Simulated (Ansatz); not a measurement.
A nudged elastic band was laid between two geometries of ClH + F2GeH (6 atoms, charge 0, multiplicity 2).

Computed with Ansatz 0.2.0, UKS B3LYP-D4/def2-SVP.

```
movable images  : 7
climbing image  : yes
spring          : 5.0 eV/Å²
optimiser       : quadratic models (default)
start path      : through a guess of the saddle point
force threshold : 0.03 eV/Å
iteration limit : 60
end points      : relaxed
```

Image 0:

```xyz
6
Properties=species:S:1:pos:R:3
Ge -0.094 0.000 -0.260
H -0.804 0.000 3.392
H 1.480 0.000 -0.256
F -0.588 1.378 -1.221
F -0.588 -1.378 -1.221
Cl 0.473 0.000 3.202
```

Image 8:

```xyz
6
Properties=species:S:1:pos:R:3
Ge 0.098 0.608 -0.150
H -0.538 -0.723 2.305
H 1.560 0.049 -0.318
F -0.522 0.889 -1.758
F -0.884 -0.767 0.384
Cl 0.165 -0.056 3.171
```

Problem. What changes between the two ends?

Solution. No bond is made or broken.

Problem. What energy profile does the band end with?

Solution. The run converged. The highest image is number 0 of 0 to 8, 0.0 kcal/mol above the first end and 4.2 kcal/mol above the last; the last end lies 4.2 kcal/mol below the first. The highest image is an end point: on this band no image between the ends rises above it.

```
image  path coordinate (Å)  energy (kcal/mol)
    0                 0.00                0.0
    1                 0.00                0.0
    2                 0.41               -0.1
    3                 0.81               -0.4
    4                 1.22               -0.7
    5                 1.62               -1.2
    6                 2.03               -2.1
    7                 2.43               -3.4
    8                 2.84               -4.2
```

Run time: 5 min on 4 threads of Arm Neoverse V1 (shared host), peak memory 0.29 GiB.
